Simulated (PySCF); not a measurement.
C4H9FSi, SMILES C(/[SiH2]CC)=C/F.

Coordinates come from a PBE-D3(BJ)/def2-SVP optimisation. The structure was generated by enumeration; whether it is a known compound was not checked. The values are those of a single conformer.

Level of theory: TDA-PBE/def2-SVPD (PySCF).

Vertical excitations. 

```
state  energy (eV)  λ (nm)      f                                          main pairs
-----  -----------  ------  -----  --------------------------------------------------
S1            5.75     215  0.001                                   HOMO−1→LUMO 100 %
S2            6.37     195  0.000                                    HOMO→LUMO+1 99 %
S3            6.44     192  0.111                    HOMO−2→LUMO 59 %, HOMO→LUMO 38 %
S4            6.61     187  0.010                                    HOMO→LUMO+2 99 %
S5            6.76     183  0.001                  HOMO−3→LUMO 85 %, HOMO→LUMO+3 13 %
S6            6.95     178  0.158  HOMO−4→LUMO 43 %, HOMO→LUMO 26 %, HOMO−2→LUMO 23 %
S7            6.97     178  0.001                                    HOMO→LUMO+3 86 %
S8            7.10     175  0.013                                    HOMO→LUMO+4 99 %
S9            7.16     173  0.001                                  HOMO−1→LUMO+1 95 %
S10           7.38     168  0.003                HOMO−1→LUMO+2 63 %, HOMO−4→LUMO 23 %
T1            4.14     299      0                                      HOMO→LUMO 97 %
T2            5.66     219      0                                    HOMO−1→LUMO 99 %
T3            6.24     199      0                                    HOMO−3→LUMO 87 %
T4            6.31     197      0                                    HOMO→LUMO+1 87 %
```
Triplets are in the Tamm–Dancoff approximation.
